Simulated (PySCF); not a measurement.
Bi(Me)3 (C3H9Bi), SMILES [CH3][Bi]([CH3])[CH3].

The structure is a stationary point at B3LYP-D3(BJ)/def2-SVP. The isomer is the one that the SMILES or the coordinates give; other isomers of the formula were not compared. The def2 effective core potentials stand for the cores of Bi; spin–orbit coupling is left out.

The numbers are results of PySCF with TDDFT-PBE/def2-SVPD, not measurements.

Vertical excitations; the highest root listed may be one member of a degenerate set. Isolated molecule, no solvent. State labels are in the subgroup Cs.

```csv
state,symmetry,energy (eV),λ (nm),f,main pairs
S1,A',5.34,232,0.077,HOMO→LUMO (degenerate set)
S2,A",5.34,232,0.077,HOMO→LUMO+1 (degenerate set)
S3,A',5.61,221,0.073,HOMO→LUMO+2 90 %
S4,A',5.88,211,0.055,HOMO→LUMO+3 84 %
S5,A",5.94,209,0.000,"HOMO−1→LUMO 50 %, HOMO−2→LUMO+1 50 %"
S6,A',6.21,200,0.034,"HOMO−1→LUMO+1, HOMO−2→LUMO, HOMO−2→LUMO+2 (degenerate set)"
S7,A",6.21,200,0.034,"HOMO−2→LUMO+1, HOMO−1→LUMO, HOMO−1→LUMO+2 (degenerate set)"
S8,A",6.64,187,0.033,"HOMO−1→LUMO+2, HOMO−1→LUMO+3 (degenerate set)"
S9,A',6.64,187,0.033,"HOMO−2→LUMO+2, HOMO−2→LUMO+3 (degenerate set)"
S10,A',6.69,185,0.353,"HOMO−2→LUMO 37 %, HOMO−1→LUMO+1 37 %, HOMO→LUMO+3 8 %"
T1,A',4.62,268,0,HOMO→LUMO (degenerate set)
T2,A",4.62,268,0,HOMO→LUMO+1 (degenerate set)
T3,A',5.09,243,0,"HOMO→LUMO+2 68 %, HOMO−1→LUMO+1 12 %, HOMO−2→LUMO 12 %"
T4,A',5.52,225,0,"HOMO−1→LUMO+1 32 %, HOMO−2→LUMO 32 %, HOMO→LUMO+2 31 %, HOMO→LUMO+3 5 %"
```
Triplets are in the Tamm–Dancoff approximation, which puts them higher than full response would, so one can lie above its singlet here.
